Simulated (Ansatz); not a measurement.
Basis-set series for C$_{2}$H$_{6}$ClGaGeO$_{2}$, SMILES `[Cl][GeH]1[CH2][GaH][O]C[O]1`. The species carries charge 0 and has multiplicity 1. The geometry is a stationary point of PBE0-D4/def2-TZVP.

Z-matrix (Å, degrees):
```
Ge
C 1 1.929
Ga 1 3.084 2 38.2
O 1 1.775 2 106.7 3 35.0
Cl 1 2.166 2 106.7 3 -80.0
H 1 1.530 2 120.9 3 155.6
H 2 1.094 1 109.8 3 -117.3
H 2 1.091 1 112.1 3 122.3
O 3 1.790 1 77.8 2 169.4
H 3 1.552 1 167.0 2 -38.6
C 4 1.406 1 120.9 2 -67.4
H 11 1.095 4 105.7 1 178.8
H 11 1.099 4 109.4 1 -63.8
```

```tsv
functional	basis	functions	energy (Eh)	HOMO (eV)	LUMO (eV)
PBE0-D4	def2-TZVPP	346	-4691.62704	-7.66	-1.11
PBE0-D4	def2-QZVPP	656	-4691.74187	-7.68	-1.17
ωB97M-V	def2-TZVPP	346	-4692.21553	-10.01	0.55
ωB97M-V	def2-QZVPP	656	-4692.32636	-10.04	0.35
```

Question: Give the rows for def2-SVP. (An estimate is asked.)

Answer: Computed: 
| functional | basis | functions | energy (Eh) | HOMO (eV) | LUMO (eV) |
| --- | --- | --- | --- | --- | --- |
| PBE0-D4 | def2-SVP | 168 | -4690.69167 | -7.60 | -1.03 |
| ωB97M-V | def2-SVP | 168 | -4691.27668 | -9.93 | 0.70 |

Positive LUMOs are unbound and depend on the basis. Scalar relativity is left out up to krypton.
